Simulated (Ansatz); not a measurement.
1-ethyl-3-methylimidazolium tetrafluoroborate, `CCn1cc[n+](C)c1.F[B-](F)(F)F`. Total charge 0; triplet. Geometry PBE-D4/def2-SVP, that of the neutral singlet; atoms count from 1.

```xyz
24

C     0.141    0.680   -3.037
C     0.616    0.974   -1.618
N    -0.390    0.627   -0.602
C    -1.474    1.386   -0.196
C    -2.049    0.726    0.866
N    -1.295   -0.417    1.085
C    -1.453   -1.387    2.166
C    -0.298   -0.455    0.186
H     0.936    0.956   -3.756
H    -0.771    1.253   -3.301
H    -0.073   -0.400   -3.170
H     1.519    0.393   -1.345
H     0.858    2.045   -1.476
H    -1.738    2.333   -0.676
H    -2.911    0.984    1.487
H    -0.450   -1.801    2.386
H    -2.159   -2.189    1.873
H    -1.837   -0.867    3.062
H     0.516   -1.196    0.130
F     3.799   -0.769    1.656
B     2.501   -0.719    1.212
F     1.635   -1.541    2.005
F     1.979    0.600    1.209
F     2.399   -1.216   -0.148
```

At PBE0-D4/def2-SVP a singlet of charge 0 lies 4.88 eV below the triplet at the same geometry.

(1) Estimate the Mulliken populations from the PBE0/def2-SVP orbitals of Ansatz.

(2) Where does the spin sit?

(3) And the Mayer bond orders between heavy atoms (over 0.3)?

Answers

(1) 
```tsv
atom	charge (e)	spin (α − β)
C1	-0.10	0.02
C2	0.03	-0.02
N3	-0.29	0.18
C4	0.16	0.26
C5	0.13	0.31
N6	-0.30	0.26
C7	0.05	-0.03
C8	0.13	1.01
H9	0.07	0.00
H10	0.04	0.00
H11	0.07	0.00
H12	0.12	0.00
H13	0.07	0.01
H14	0.10	-0.01
H15	0.09	-0.02
H16	0.13	0.01
H17	0.07	0.03
H18	0.06	0.01
H19	0.13	-0.05
F20	-0.22	0.00
B21	0.36	0.00
F22	-0.30	0.00
F23	-0.29	0.02
F24	-0.32	0.00
```
Mulliken values depend strongly on the basis.

(2) Summed by element: C 1.56, N 0.44, H -0.02, F 0.03, B 0.00, of 2 unpaired in all. Largest on single atoms: C8 1.01, C5 0.31, C4 0.26.

(3) C1–C2 1.09 (1.52 Å); C2–N3 0.90 (1.47 Å); N3–C4 1.39 (1.38 Å); N3–C8 0.91 (1.34 Å); C4–C5 1.30 (1.38 Å); C5–N6 1.33 (1.39 Å); N6–C7 0.93 (1.46 Å); N6–C8 0.89 (1.34 Å); F20–B21 1.21 (1.37 Å); B21–F22 0.98 (1.43 Å); B21–F23 1.01 (1.42 Å); B21–F24 0.90 (1.45 Å).
